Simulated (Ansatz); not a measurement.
Species: SbI₂, charge 0, doublet. SbI2 (SMILES [I][Sb][I], doublet).
B3LYP-D3(BJ)/def2-TZVP minimum from Ansatz (a quantum-chemistry and plane-wave program):
```xyz
3

Sb    -0.6115    -0.4885     0.8728
I     -1.0121     1.8900    -0.4090
I      1.6006    -1.4200    -0.4309
```
Charge 0, spin multiplicity 2.

Total energies in hartree (Ansatz). Open shells are spin-unrestricted; no spin-orbit coupling. Correlated methods leave the cores frozen (noble-gas shells, and filled d and f shells in the p block). Past Kr the def2 sets carry scalar-relativistic core potentials. Spin-orbit terms, left out, reach several kcal/mol for Br and I, and more for heavier atoms.

```csv
species,HF/def2-TZVPP,CCSD(T)/def2-TZVPP,HF/def2-QZVPP,CCSD(T)/def2-QZVPP,CCSD(T)/def2-SVP,CCSDT(Q)/def2-SVP
"1: SbI2 (SMILES [Sb]([I])[I], doublet)",-832.67335,-833.09224,-832.67854,-833.14983,-832.94314,-832.94502
2: Sb (quartet),-239.27727,-239.35269,-239.27798,-239.35812,-239.33268,-239.33289
3: I (doublet),-296.65857,-296.79430,-296.65973,-296.81374,-296.74085,-296.74112
```

Q: Work out the atomisation energy (electronic, to ground-state atoms) in kcal/mol: take Hartree-Fock from def2-QZVPP, extrapolate the CCSD(T) correlation energy as X^-3 (X = 3, 4), and add CCSDT(Q) - CCSD(T) in def2-SVP. 1 hartree = 627.51 kcal/mol.

A: 
Species 1: correlation (64·(-0.47129) - 27·(-0.41889))/37 = -0.50953; step -0.00188; E1 = -832.67854 + (-0.50953) + (-0.00188) = -833.18995
Species 2: correlation (64·(-0.08014) - 27·(-0.07542))/37 = -0.08358; step -0.00021; E2 = -239.27798 + (-0.08358) + (-0.00021) = -239.36177
Species 3: correlation (64·(-0.15401) - 27·(-0.13573))/37 = -0.16735; step -0.00027; E3 = -296.65973 + (-0.16735) + (-0.00027) = -296.82735
-1·E1 +1·E2 +2·E3 = 0.17348 hartree = 108.9 kcal/mol.
